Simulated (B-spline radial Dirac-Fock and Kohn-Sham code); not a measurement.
## Atomic bromine: differential elastic cross section for positrons at 31 keV

These are calculated numbers from a radial atomic solver; the model is relativistic (Dirac) partial waves in the static field of the Dirac-Fock atom, without polarisation or absorption potentials.

```tsv
θ (°)	dσ/dΩ (Å²/sr)	Sherman function
0	48.9	0.000
1	30.3	0.000
2	11.2	0.000
3	4.29	0.000
5	1.11	0.000
7	0.422	0.000
10	0.132	0.000
15	0.0320	0.001
20	0.0114	0.001
25	0.00510	0.002
30	0.00262	0.002
40	0.000919	0.003
50	0.000409	0.004
60	0.000213	0.005
70	0.000124	0.006
80	7.91e-05	0.007
90	5.41e-05	0.007
100	3.94e-05	0.007
110	3.01e-05	0.007
120	2.41e-05	0.007
130	2.01e-05	0.006
140	1.74e-05	0.005
150	1.55e-05	0.004
160	1.44e-05	0.003
170	1.37e-05	0.001
180	1.35e-05	0.000
```

The total elastic cross section is 0.197 Å², the first transport cross section 0.00176 Å² and the second, weighted with (3/2) sin²θ, 0.00427 Å². The mean deflection is ⟨1 − cos θ⟩ = 0.00890, and 0.086 % of the collisions scatter beyond 90°.

Phase shifts modulo π (rad) for κ = −1 to −5: 0.857, 1.453, -1.368, -1.155, -1.000.
